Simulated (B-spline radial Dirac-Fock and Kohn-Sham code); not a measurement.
The computed values come from an atomic code on a B-spline grid: Dirac-Fock (average of configuration) total-energy differences with a finite nucleus, the Breit interaction including its frequency dependence, and self-energy and vacuum-polarisation corrections. Free neutral atoms.

Question: Order these X-ray lines by photon energy, lowest first.
A. Er Lβ7
B. Yb Lℓ
C. Ce Lβ6
D. In Lβ6
E. Ce Lβ4
F. Cs Lβ2

Answer: D (3600.4 eV), F (4936.9 eV), E (5278.9 eV), C (5423.9 eV), B (6540.2 eV), A (8297.4 eV).
